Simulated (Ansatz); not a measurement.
System: sum formula Si₂H₄Cl, net charge 0, doublet state. It need not be the lowest isomer of its formula. 
Structure (B3LYP-D3(BJ)/def2-TZVP (Ansatz, a first-principles code) minimum search):
SMILES: [SiH2][SiH2]Cl
```xyz
7

Si    -1.8714    -0.3051    -0.1831
Si     0.3830    -0.7022     0.2553
Cl     1.4370     1.0385    -0.1541
H     -2.7134    -1.5227    -0.0529
H     -2.4422     0.8042     0.6205
H      0.8978    -1.7741    -0.6243
H      0.6672    -1.0591     1.6650
```
Charge 0, spin multiplicity 2.

Dipole moments at this geometry, in debye (magnitudes).

```json
[
 {"level": "r2SCAN/def2-TZVPD", "program": "Ansatz", "dipole (D)": "1.37"},
 {"level": "B3LYP/def2-TZVPD", "program": "Ansatz", "dipole (D)": "?"},
 {"level": "BHLYP/def2-TZVPD", "program": "Ansatz", "dipole (D)": "1.51"},
 {"level": "r2SCANh/def2-TZVPD", "program": "Ansatz", "dipole (D)": "1.40"},
 {"level": "r2SCAN0/def2-TZVPD", "program": "Ansatz", "dipole (D)": "1.44"},
 {"level": "CAM-B3LYP/def2-TZVPD", "program": "Ansatz", "dipole (D)": "1.49"},
 {"level": "LC-wPBE/def2-TZVPD", "program": "Ansatz", "dipole (D)": "1.52"},
 {"level": "wB97X-V/def2-TZVPD", "program": "Ansatz", "dipole (D)": "1.49"},
 {"level": "CCSD(T)/aug-cc-pV(D+d)Z", "program": "Ansatz", "dipole (D)": "?"}
]
```

Problem. What belongs in the gaps?

Solution. 
- B3LYP/def2-TZVPD, dipole (D): 1.41
- CCSD(T)/aug-cc-pV(D+d)Z, dipole (D): 1.41
